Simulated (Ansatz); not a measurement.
`[OH][InH][ZnH]` + NH₃ → `[NH2][InH][OH]` + `[ZnH2]` at 700 K and 1 bar (cleavage of the In–Zn bond).

Calculated with Ansatz (gas phase, PBE0-D4/def2-TZVP geometries, no zero-point term in ΔE). CCSD(T)/CBS is the MP2 limit (def2-TZVPP, def2-QZVPP) plus CCSD(T) − MP2 in def2-TZVPP, frozen cores. This one scheme is used for every species. Elements past krypton have def2 core potentials. For In, Zn outer-core shells are correlated without core-valence functions, which leaves a few kJ/mol of doubt a bond. Scalar relativity is left out up to krypton. One conformer a species, not always the lowest.

```
         species  CCSD(T)/CBS energy (Eh)  H − E (kJ/mol)  S (J/(mol·K))
`[OH][InH][ZnH]`              -2045.17442           125.1          422.8
             NH₃                -56.50880           116.9          226.5
`[NH2][InH][OH]`               -322.11394           175.4          404.9
        `[ZnH2]`              -1779.54550            57.4          237.3
```

H − E and S are ideal-gas, rigid-rotor, harmonic terms from PBE0-D4/def2-TZVP, for one conformer and one mirror image of each species. 1 Eh = 2625.50 kJ/mol, R = 8.31446 J/(mol·K).

Q: By hand: ΔE, ΔH, ΔS and ΔG.

A: ΔE = (-322.11394) + (-1779.54550) − (-2045.17442) − (-56.50880) = 0.02378 Eh = 62.4 kJ/mol. Δ(H − E) = 175.4 + 57.4 − 125.1 − 116.9 = -9.2, so ΔH = 53.2 kJ/mol. ΔS = 404.9 + 237.3 − 422.8 − 226.5 = -7.1 J/(mol·K). ΔG = 53.2 − 700 × (-7.1)/1000 = 58.2 kJ/mol.

Q: By hand: the equilibrium constant, and the temperature at which ΔG would vanish if ΔH and ΔS stayed fixed.

A: log₁₀ K = −ΔG/(RT ln 10) = -4.3. ΔH and −TΔS have one sign here, so there is no such temperature.

The number of gas molecules stays the same, so ΔS is small and ΔH decides. A doubt of 5 kJ/mol in ΔE shifts log₁₀ K by 0.4 here. Other conformers and mirror images would add mixing entropy, several J/(mol·K) or more a flexible species. These are equilibria of isolated gas molecules and say nothing of rates. Largest T1 diagnostic: 0.017 (customary marks: 0.02 for closed shells, 0.045 for open ones).

ΔS is within the doubt of such terms, so its sign, and with it that verdict, could turn.
